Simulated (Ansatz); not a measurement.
Start from `OCB(F)Br` and change one atom or group to get `CCB(F)Br`.

Ansatz, PBE0-D4/def2-TZVP geometries, multiplicity 1. Each molecule was computed in one conformer, which needn't be the lowest.

Scalar relativity is left out up to krypton. Spin–orbit coupling is left out; it splits and shifts lone-pair levels of the heavy atoms by tenths of an eV.

```tsv
property	`OCB(F)Br`
HOMO energy (B3LYP/def2-TZVPP) / eV	-7.99
HOMO–LUMO gap (B3LYP/def2-TZVPP) / eV	6.76
HOMO–LUMO gap (ωB97M-V/def2-TZVPP) / eV	11.80
HOMO–LUMO gap (PBE/def2-TZVPP) / eV	4.54
LUMO energy (ωB97M-V/def2-TZVPP) / eV	1.09
LUMO energy (B3LYP/def2-TZVPP) / eV	-1.23
```

(1) What does the change do to each property? (Best estimate.)

Answers

(1) Ansatz gave: 
| property | `CCB(F)Br` | shift |
| --- | --- | --- |
| HOMO energy (B3LYP/def2-TZVPP) / eV | -8.16 | -0.17 |
| HOMO–LUMO gap (B3LYP/def2-TZVPP) / eV | 7.31 | 0.55 |
| HOMO–LUMO gap (ωB97M-V/def2-TZVPP) / eV | 12.11 | 0.31 |
| HOMO–LUMO gap (PBE/def2-TZVPP) / eV | 5.49 | 0.95 |
| LUMO energy (ωB97M-V/def2-TZVPP) / eV | 1.44 | 0.35 |
| LUMO energy (B3LYP/def2-TZVPP) / eV | -0.85 | 0.38 |

With PBE0 the HOMO falls by 0.17 eV and the LUMO rises by 0.38 eV, so the gap widens by about 0.55 eV. PBE moves the HOMO by -0.59 eV and ωB97M-V by 0.05 eV.

B3LYP here is the variant with VWN-RPA as its local correlation; programs differ in this.
